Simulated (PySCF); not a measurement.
## Frontier orbitals and the lowest excitations

Spiro[2.4]hepta-4,6-diene, C7H8.
Numbering: `[CH:1]1=[CH:2][C:3]2([CH:4]=[CH:5]1)[CH2:6][CH2:7]2` (hydrogens: H8 on C1; H9 on C2; H10 on C4; H11 on C5; H12, H13 on C6; H14, H15 on C7)

Cartesian coordinates in Å at the GFN2-xTB level; atoms count from 1:
```xyz
15
C7H8 angstrom
C      1.967    0.017   -0.435
C      0.812    0.536   -0.885
C     -0.282    0.061   -0.025
C      0.377   -0.793    0.973
C      1.696   -0.810    0.720
C     -1.668   -0.245   -0.566
C     -1.482    0.928    0.316
H      2.948    0.174   -0.845
H      0.666    1.191   -1.724
H     -0.151   -1.302    1.759
H      2.452   -1.342    1.269
H     -2.161   -1.120   -0.172
H     -1.826   -0.084   -1.621
H     -1.843    0.880    1.332
H     -1.508    1.916   -0.117
```

Method: PySCF, TDDFT B3LYP/def2-SVPD, vertical, gas phase, core orbitals frozen in the response.

Frontier orbitals with the atoms that hold most of them (Löwdin shares over 4%, at most four atoms; ? is withheld):

```
orbital  ε (eV)                            atoms
 HOMO-3   -9.59    C3 24%, C4 18%, C2 18%, C5 6%
 HOMO-2   -8.67           C6 31%, C7 31%, C3 14%
 HOMO-1   -7.44   C3 19%, C1 18%, C5 18%, C7 12%
   HOMO   -5.96                                ?
   LUMO   -0.82                                ?
 LUMO+1    0.65   C6 16%, C7 16%, H12 8%, H13 8%
 LUMO+2    1.22  C5 17%, C1 17%, H11 14%, H8 13%
```

Task: Give the leading atoms of the LUMO.

Result: C2 (bonded to 2 C and H) 18%; C4 (bonded to 2 C and H) 18%; C1 (bonded to 2 C and H) 15%; C5 (bonded to 2 C and H) 15%.

Task: Which atoms hold the HOMO, and with what shares?

Result: C2 (bonded to 2 C and H) 26%; C4 (bonded to 2 C and H) 26%; C5 (bonded to 2 C and H) 17%; C1 (bonded to 2 C and H) 17%.

Task: The HOMO–LUMO gap is 5.14 eV. Where does the response calculation put the lowest singlet, and from which orbitals?

Result: S1 is at 4.70 eV (f = 0.056), 0.43 eV below the gap, made of HOMO→LUMO (98%). 

Task: One configuration dominates each of S1, S2, S3 and S7. Which, and how do the shares of the two leading atoms of either orbital change from the occupied to the empty one?

Result: 
- S1 (4.70 eV, f 0.056), HOMO→LUMO (98%): C2 26% → 18%, C4 26% → 18%
- S2 (5.80 eV, f 0.0000), HOMO→LUMO+1 (95%): C2 26% → at most 9%, C4 26% → at most 9%, C6 at most 15% → 16%, C7 at most 15% → 16%
- S3 (6.03 eV, f 0.170), HOMO-1→LUMO (82%): C3 19% → at most 16%, C1 18% → 15%, C2 at most 12% → 18%, C4 at most 12% → 18%
- S7 (6.85 eV, f 0.0041), HOMO-2→LUMO (98%): C6 31% → at most 16%, C7 31% → at most 16%, C2 at most 4% → 18%, C4 at most 4% → 18%

Löwdin shares depend on the basis, the more so with diffuse functions.
